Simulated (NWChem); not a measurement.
# fluoroethane (C₂H₅F); SMILES CCF

Program: NWChem. Pople sets run with spherical d functions. All runs use the structure optimised with PBE0/def2-SVP. Computed dipoles belong to the equilibrium geometry; the measured one is vibrationally averaged.

Measured dipole moment: 1.96 D (NIST CCCBDB, as tabulated in the package chemicals).

Which of these levels lies farthest from the measured value, and how do the others fare: B3LYP/def2-SVPD; B3LYP/def2-TZVP; B3LYP/6-31+G*; B3LYP/def2-SVP; B3LYP/STO-3G; B3LYP/aug-cc-pVTZ; B3LYP/6-311++G**; B3LYP/3-21G; B3LYP/6-31G*?

B3LYP/STO-3G.
```json
[
 {"level": "B3LYP/STO-3G", "dipole moment (D)": "0.95", "computed − measured": "-1.01"},
 {"level": "B3LYP/3-21G", "dipole moment (D)": "1.69", "computed − measured": "-0.27"},
 {"level": "B3LYP/6-31G*", "dipole moment (D)": "1.64", "computed − measured": "-0.32"},
 {"level": "B3LYP/6-31+G*", "dipole moment (D)": "1.99", "computed − measured": "+0.03"},
 {"level": "B3LYP/def2-SVP", "dipole moment (D)": "1.73", "computed − measured": "-0.23"},
 {"level": "B3LYP/def2-SVPD", "dipole moment (D)": "1.92", "computed − measured": "-0.04"},
 {"level": "B3LYP/def2-TZVP", "dipole moment (D)": "1.82", "computed − measured": "-0.14"},
 {"level": "B3LYP/6-311++G**", "dipole moment (D)": "2.00", "computed − measured": "+0.04"},
 {"level": "B3LYP/aug-cc-pVTZ", "dipole moment (D)": "1.86", "computed − measured": "-0.10"}
]
```
